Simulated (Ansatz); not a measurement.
Basis-set extrapolation for `O[SiH]([SiH3])[AlH][Cl]` (PBE0-D4/def2-TZVP geometry, frozen core, Ansatz). Multiplicity 1, RHF reference.

```
                       def2-TZVPP    def2-QZVPP
                 HF  -1357.824529  -1357.865891
    MP2 correlation     -0.749898     -0.814679
CCSD(T) correlation     -0.847688       not run
```

Energies in hartree. Use E(X) = E(∞) + A·exp(−7.88·√X) for Hartree–Fock and E(X) = E(∞) + B·X^(−2.97) for correlation, with X = 3 and 4, and add CCSD(T) minus MP2 of the smaller set to the MP2 limit.

**Question.** What is the CCSD(T) energy at the basis-set limit?

**Answer.** HF limit: -1357.865891 + (-0.041362) × 0.13774 = -1357.87159. MP2 limit: -0.814679 + (-0.064781) × 0.74074 = -0.86266. Higher-order term: -0.847688 − (-0.749898) = -0.09779. Total: -1358.83204 hartree, 100.3 kcal/mol below CCSD(T)/def2-TZVPP.
